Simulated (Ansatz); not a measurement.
```xyz
14

C    -1.0912    1.9239    1.8297
Al   -0.8596    1.1005    0.0938
F    -0.9053   -0.7263    0.2240
Al    0.8598   -1.1005   -0.0938
C     1.0913   -1.9238   -1.8297
F     0.9055    0.7264   -0.2240
H    -2.1385    1.8975    2.1464
H    -0.5004    1.4235    2.6021
H    -0.7906    2.9762    1.8143
H    -1.5330    1.5178   -1.2698
H     1.5321   -1.5187    1.2701
H     2.1378   -1.8928   -2.1484
H     0.7954   -2.9773   -1.8135
H     0.4969   -1.4263   -2.6012
```

Charge 0, multiplicity 1.

(1) List the PBE0/def2-TZVPP orbital energies in eV (Ansatz). (Best estimate.)

## Answers

(1) Ansatz gave: Occupied: -1528.12, -1528.12, -674.65, -674.65, -277.43, -277.43, -113.93, -113.93, -74.01, -74.01, -73.95, -73.94, -73.81, -73.81, -34.13, -33.46, -19.10, -19.07, -15.21, -15.19, -14.38, -13.64, -12.85, -12.61, -11.12, -11.08, -11.08, -11.03, -10.21, -9.65, -8.24, -8.09. Lowest empty: -0.08, 0.67, 0.83, 0.91, 1.10, 2.49, 2.76, 2.79.
